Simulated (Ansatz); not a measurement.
Harmonic frequencies (cm⁻¹) at PBE0-D4/def2-TZVP from Ansatz: 176, 188, 205, 254, 272, 400, 502, 556, 771, 829, 959, 1023, 1030, 1066, 1155, 1168, 1283, 1373, 1535, 2964, 2986, 3708, 3713, 3989.

Each molecule was computed in one conformer, which needn't be the lowest.

Which molecule is it?
A. `C=C(O)BF`
B. `[Cl][Ga]1[CH2]S[CH2]1`
C. `C[B]1[O][GeH2]1`
D. `[OH][Al]1[NH]C[NH]1`

D.
